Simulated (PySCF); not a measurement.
The vertical singlet excitations below were computed for one of the candidates. Method used: TDDFT wB97X-D/def2-SVPD, vertical, gas phase, core orbitals frozen in the response (PySCF). Geometries: GFN2-xTB, one conformer each.

```json
{"state": "S1", "λ (nm)": "210.3", "f": "0.583"}
{"state": "S2", "λ (nm)": "190.0", "f": "0.0008"}
{"state": "S3", "λ (nm)": "174.5", "f": "0.0022"}
{"state": "S4", "λ (nm)": "171.1", "f": "0.016"}
{"state": "S5", "λ (nm)": "168.8", "f": "0.0050"}
{"state": "S6", "λ (nm)": "158.8", "f": "0.0048"}
{"state": "S7", "λ (nm)": "156.8", "f": "0.011"}
{"state": "S8", "λ (nm)": "151.9", "f": "0.036"}
```

Question: Which structure fits? All have the formula C4H6FNSi.
A. `C(=C(/[SiH2]C#N)C)/F`
B. `N#CC/C(F)=C\[SiH3]`
C. `N#C/C=C/[C@H](F)[SiH3]`

Answer: C. Its S1, at 5.90 eV, is the lowest among the candidates; the nearest of the others has S1 at 6.67 eV. S1 is HOMO→LUMO (94%). Löwdin shares by element: HOMO carbon 54% or more, nitrogen 17% (atoms not listed hold the other 29%); LUMO carbon 63% or more, nitrogen 13% (atoms not listed hold the other 24%). At the same level the other candidates give, for their lowest levels:
- `C/C(=C/F)[SiH2]C#N`: 186 nm (f 0.217); 178 nm (f 0.014); 171 nm (f 0.001); 170 nm (f 0.036); 166 nm (f 0.004); T1 4.29 eV; HOMO -9.76, LUMO 0.90 eV
- `N#CC/C(F)=C\[SiH3]`: 185 nm (f 0.297); 168 nm (f 0.009); 163 nm (f 0.004); 161 nm (f 0.003); 159 nm (f 0.007); T1 4.25 eV; HOMO -9.98, LUMO 0.77 eV

The values belong to the conformer `[N:1]#[C:2]/[CH:3]=[CH:4]/[C@H:5]([F:6])[SiH3:7]`: C3–C4–C5–F6 14°.
Triplets come from the Tamm–Dancoff approximation.
